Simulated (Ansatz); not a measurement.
Cr(SH)2 (CrH2S2) was relaxed with PBE-D4 (def2-TZVP) in Ansatz in these states: neutral quintet, neutral singlet. The geometries follow in no particular order.

A:

```xyz
5

Cr    0.000    0.003   -0.001
S    -1.142   -1.309   -1.436
H    -1.186   -0.385   -2.431
S     1.144    1.309    1.437
H     1.183    0.383    2.431
```

B:

```xyz
5

Cr   -0.043    0.039    0.153
S    -1.345   -0.210   -1.308
H    -0.120    1.599    0.452
S     1.830   -0.226   -0.408
H    -0.321   -1.201    1.111
```

Judge from the bond lengths which geometry belongs to which state (an estimate).

A is the neutral quintet (S4–H5 1.359 Å, S2–H3 1.359 Å, Cr1–S4 2.255 Å); B is the neutral singlet (S4–H5 2.808 Å, S2–H3 2.806 Å, Cr1–S4 1.973 Å).

At PBE-D4/def2-TZVP the charge 0 quintet is spin-contaminated (final ⟨S²⟩ up to 6.15, 6.00 for a pure state). At PBE0-D4/def2-TZVP a quintet lies 3.21 eV below the neutral singlet.
